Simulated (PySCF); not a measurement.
SMILES c1coc(-c2ccco2)c1 (GFN2-xTB optimised geometry):

```
16

C     -0.833    -2.938     0.000
C      0.529    -2.938     0.000
O      1.006    -1.685     0.000
C     -0.057    -0.852     0.000
C      0.149     0.570     0.000
C     -0.760     1.601     0.000
C      0.000     2.790     0.000
C      1.305     2.403     0.000
O      1.405     1.066     0.000
C     -1.222    -1.582     0.000
H     -1.477    -3.793     0.000
H      1.246    -3.735     0.000
H     -1.826     1.513     0.000
H     -0.375     3.793     0.000
H      2.219     2.962     0.000
H     -2.219    -1.194     0.000
```

Method: B3LYP/def2-TZVP (PySCF).

Task: What are the frontier orbital energies and the dipole moment?

Result: HOMO-2 -7.87 eV, HOMO-1 -7.54 eV, HOMO -5.48 eV, LUMO -1.00 eV, LUMO+1 0.84 eV; dipole moment 1.02 D.

Meta-Löwdin charges at B3LYP/def2-TZVP: C1 -0.18, C2 0.03, O3 -0.23, C4 0.16, C5 0.16, C6 -0.19, C7 -0.18, C8 0.03, O9 -0.23, C10 -0.19, H11 0.13, H12 0.14, H13 0.13, H14 0.13, H15 0.14, H16 0.13.
